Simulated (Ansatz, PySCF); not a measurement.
Pair of molecules: C2H4 (SMILES C=C) (first 6 atoms) with CH4O (SMILES CO); geometry from B3LYP-D3(BJ)/def2-TZVP.
(charge 0, multiplicity 1):
```xyz
12

C      0.7019     0.2081     0.0238
C     -0.6063     0.0269    -0.1008
H      1.1658     1.1668    -0.1740
H      1.3615    -0.5962     0.3268
H     -1.0691    -0.9328     0.0955
H     -1.2663     0.8298    -0.4059
C     -0.2061    -0.5977     3.6957
O     -0.3382     0.7228     3.1988
H     -0.9821    -1.2674     3.3059
H     -0.3127    -0.5466     4.7788
H      0.7752    -1.0307     3.4677
H     -0.2459     0.6934     2.2382
```

Basis-set superposition error: the interaction energy with monomers in their own basis, and in the dimer's basis (counterpoise).

The values were computed with Ansatz (Gaussian orbitals); PySCF for 6-31G* rows, M06-2X. Each number belongs to the level named beside it.

```json
[
 {"level": "HF/aug-cc-pVDZ", "uncorrected (kJ/mol)": "-2.6", "counterpoise (kJ/mol)": "-1.2", "difference": "1.4"},
 {"level": "SVWN5/def2-TZVPPD", "uncorrected (kJ/mol)": "-20.5", "counterpoise (kJ/mol)": "-20.0", "difference": "0.5"},
 {"level": "PBE/def2-TZVPPD", "uncorrected (kJ/mol)": "-10.0", "counterpoise (kJ/mol)": "-9.6", "difference": "0.4"},
 {"level": "BLYP/def2-TZVPPD", "uncorrected (kJ/mol)": "-4.1", "counterpoise (kJ/mol)": "-3.6", "difference": "0.5"},
 {"level": "B97M-V/def2-TZVPPD", "uncorrected (kJ/mol)": "-12.2", "counterpoise (kJ/mol)": "-11.8", "difference": "0.4"},
 {"level": "M06-2X/def2-TZVPPD", "uncorrected (kJ/mol)": "-12.5", "counterpoise (kJ/mol)": "-12.1", "difference": "0.4"},
 {"level": "wB97M-V/def2-TZVPPD", "uncorrected (kJ/mol)": "-12.6", "counterpoise (kJ/mol)": "-12.2", "difference": "0.4"},
 {"level": "MP2/6-31G*", "uncorrected (kJ/mol)": "-14.8", "counterpoise (kJ/mol)": "-7.1", "difference": "7.7"},
 {"level": "MP2/aug-cc-pVDZ", "uncorrected (kJ/mol)": "-15.7", "counterpoise (kJ/mol)": "-10.3", "difference": "5.4"},
 {"level": "SCS-MP2/aug-cc-pVDZ", "uncorrected (kJ/mol)": "-13.2", "counterpoise (kJ/mol)": "-7.6", "difference": "5.5"}
]
```

The error is largest for MP2/6-31G* (7.7 kJ/mol) and smallest for M06-2X/def2-TZVPPD (0.4 kJ/mol).

Ansatz is a first-principles code.
